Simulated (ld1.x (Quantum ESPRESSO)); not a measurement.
nitrogen: one change to a PAW potential, before and after

ld1.x (Quantum ESPRESSO) 7.5 input, shortened:

```
&input
   title='N', zed=7., rel=0, dft='PBESOL', iswitch=3,
   config='[He] 2s2 2p3'
 /
 &inputp
   pseudotype=3, lpaw=.true., tm=.true., lloc=-1, rcloc=1.20,
   nlcc=.true., new_core_ps=.true., rcore=0.50,
   which_augfun='BESSEL', rmatch_augfun=1.05
 /
4
2S  1  0   2.00   0.00  1.00  1.10  0.0
2S  1  0   0.00   0.90  1.00  1.10  0.0
2P  2  1   3.00   0.00  1.20  1.50  0.0
2P  2  1   0.00  -0.05  1.20  1.50  0.0
 &test
   configts(1)='2s2 2p3'
 /
```

Change: all radii but the core radius scaled by about 1.08 (s 1.18, p 1.62 bohr, rcut 1.08/1.30); local potential all-electron potential smoothed inside 1.30 bohr (lloc = -1); augmentation BESSEL, radius 1.14 bohr.

Cutoffs: the cutoffs (Ry, on a coarse ladder) from which the occupation-weighted sum of valence levels, in a spherical-Bessel basis at the reference potential, stays within 10 and 1 mRy of its value at 400 Ry; they do not see the model core or the augmentation charge, which bear on the density cutoff. Errors are all-electron minus pseudo energies relative to the spin-unpolarised reference configuration.

Question: What does the change do?

Answer: The potential gets softer (30 Ry and 45 Ry → 25 Ry and 40 Ry); of the 7 tests that both files solve, the error grows in 1 and shrinks in 4 by more than 15 % and 0.3 meV (median size 2.3 → 1.0 meV); neither file shows a bound ghost. A larger radius leaves more room for a smooth pseudo-wave, so fewer plane waves are needed.

```csv
quantity,base,changed
"cutoff, loose",30 Ry,25 Ry
"cutoff, tight",45 Ry,40 Ry
loose cutoff by channel (10 mRy a level),"s 10 Ry, p 30 Ry","s 12 Ry, p 25 Ry"
bound ghosts,none,none
"error for 2s2 2p2, meV [ΔE 13.53 eV]",-1.3,-0.3
"error for 2s2 2p1, meV [ΔE 42.27 eV]",-8.8,-1.0
"error for 2s2 2p0, meV [ΔE 89.16 eV]",+3.5,+11
"error for 2s1 2p0, meV [ΔE 166.62 eV]",-17,-8.0
"error for 2s2 2p2.5, meV [ΔE 5.07 eV]",-0.1,-0.1
"error for 2s1 2p4, meV [ΔE 11.40 eV]",-0.3,-0.3
"error for 2s1 2p3, meV [ΔE 25.21 eV]",-2.3,-1.6
lowest overlap eigenvalue by channel,"s 0.54, p 0.93","s 0.55, p 0.92"
```
